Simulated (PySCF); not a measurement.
**Electron affinity of Sn by level of theory**

Sn⁻ [Kr] 4d10 5s2 5p3 (4S) → Sn [Kr] 4d10 5s2 5p2 (3P), as a difference of total energies. Calculation: PySCF 2.14, in x2c-TZVPPall with one added diffuse shell each of s, p, d, f type (9s7p5d3f, 76 functions); scalar relativity by spin-free X2C-1e. Correlated levels: valence: [Kr] 4d10 frozen. The calculations carry no spin-orbit coupling.

```tsv
method	electron affinity (eV)
UHF	0.973
MP2 (valence)	1.369
SCS-MP2 (valence)	1.231
CCSD (valence)	1.357
CCSD(T) (valence)	1.398
```

Problem. How much does correlation contribute at CCSD(T) (valence)?

Solution. 1.398 − (0.973) = 0.425 eV, measured against UHF.

The reference lies between the lowest fine-structure levels, while these numbers refer to the centres of the terms.

Errors of the correlated levels include the incompleteness of this basis and the frozen core.

For comparison: 1.112 eV (measured; photodetachment measurements, as compiled on the Wikipedia data page of electron affinities).
